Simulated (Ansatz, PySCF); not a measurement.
The pair A = H2 (SMILES [H][H]) (first 2 atoms), B = C3H6 (SMILES C=CC); geometry from B3LYP-D3(BJ)/def2-TZVP.
(charge 0, multiplicity 1):
```xyz
11

H      0.17127    -0.04073     0.52811
H      0.20180    -0.44201    -0.09891
C     -0.46070     1.24271     3.26602
C      0.36902     0.24270     3.53532
C      0.00983    -1.20821     3.49782
H     -1.49478     1.06259     2.99338
H     -0.13911     2.27532     3.30860
H      1.39712     0.47295     3.80296
H      0.18135    -1.67955     4.46972
H     -1.03634    -1.35345     3.22538
H      0.62953    -1.74568     2.77416
```

Frozen-core correlation. CBS(a, b) extrapolates the correlation energy as X⁻³ and adds the Hartree–Fock energy of set b. MP2 and its Hartree–Fock in aug-cc-pVTZ are density fitted.

Programs: Ansatz (Gaussian basis) for Hartree–Fock, density functionals and correlated methods; PySCF for the dispersion terms. 

The monomers are drawn apart, rigid, along the line of their centres of mass. Counterpoise-corrected interaction energies (kcal/mol):

```json
[
 {"level": "PBE/def2-TZVPPD", "R = 4.450 Å": "-0.1797", "R = 5.661 Å": "-0.0370"},
 {"level": "PBE-D3(BJ)/def2-TZVPPD", "R = 4.450 Å": "-0.3227", "R = 5.661 Å": "-0.0744"},
 {"level": "wB97M-V/def2-TZVPPD", "R = 4.450 Å": "-0.2316", "R = 5.661 Å": "-0.0639"},
 {"level": "MP2/CBS(aug-cc-pVDZ, aug-cc-pVTZ) + ΔCCSD(T)/aug-cc-pVDZ", "R = 4.450 Å": "-0.2295", "R = 5.661 Å": "-0.0618"}
]
```

Problem. R is the distance of the centres of mass. Find the local exponent m of E ∝ R⁻ᵐ between the two points.

Solution. 
m = ln(E₁/E₂)/ln(R₂/R₁): PBE/def2-TZVPPD 6.6; PBE-D3(BJ)/def2-TZVPPD 6.1; wB97M-V/def2-TZVPPD 5.4; MP2/CBS(aug-cc-pVDZ, aug-cc-pVTZ) + ΔCCSD(T)/aug-cc-pVDZ 5.5. For scale, two fixed dipoles give m = 3, dipole and quadrupole 4, quadrupoles 5, and dispersion or dipole-induced dipole 6 at long range; at these distances several terms mix, and what is left of overlap and damping shifts m, so it need not match one of them.

Ansatz is a first-principles code.
